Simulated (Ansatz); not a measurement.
`BO[SiH](O)[SiH3]` and `O[SiH]([SiH3])O[SiH3]` differ in one atom or group.

Ansatz, PBE0-D4/def2-TZVP geometries, multiplicity 1. Each molecule was computed in one conformer, which needn't be the lowest.

```json
{"property": "LUMO energy (B3LYP/def2-TZVPP) / eV", "`BO[SiH](O)[SiH3]`": "-0.92"}
{"property": "HOMO–LUMO gap (ωB97M-V/def2-TZVPP) / eV", "`BO[SiH](O)[SiH3]`": "11.35"}
{"property": "HOMO energy (B3LYP/def2-TZVPP) / eV", "`BO[SiH](O)[SiH3]`": "-7.84"}
{"property": "HOMO–LUMO gap (B3LYP/def2-TZVPP) / eV", "`BO[SiH](O)[SiH3]`": "6.91"}
{"property": "HOMO energy (ωB97M-V/def2-TZVPP) / eV", "`BO[SiH](O)[SiH3]`": "-10.16"}
{"property": "LUMO energy (PBE0/def2-TZVPP) / eV", "`BO[SiH](O)[SiH3]`": "-0.67"}
```

Question: What does the change do to each property? (An estimate is asked.)

Answer: The calculation gave: 
```csv
property,`O[SiH]([SiH3])O[SiH3]`,shift
LUMO energy (B3LYP/def2-TZVPP) / eV,-0.52,0.40
HOMO–LUMO gap (ωB97M-V/def2-TZVPP) / eV,11.21,-0.14
HOMO energy (B3LYP/def2-TZVPP) / eV,-7.60,0.24
HOMO–LUMO gap (B3LYP/def2-TZVPP) / eV,7.08,0.17
HOMO energy (ωB97M-V/def2-TZVPP) / eV,-9.87,0.29
LUMO energy (PBE0/def2-TZVPP) / eV,-0.33,0.34
```

With PBE0 the HOMO rises by 0.24 eV and the LUMO rises by 0.34 eV, so the gap widens by about 0.10 eV. PBE moves the HOMO by 0.18 eV and ωB97M-V by 0.29 eV.

B3LYP here is the variant with VWN-RPA as its local correlation; programs differ in this.
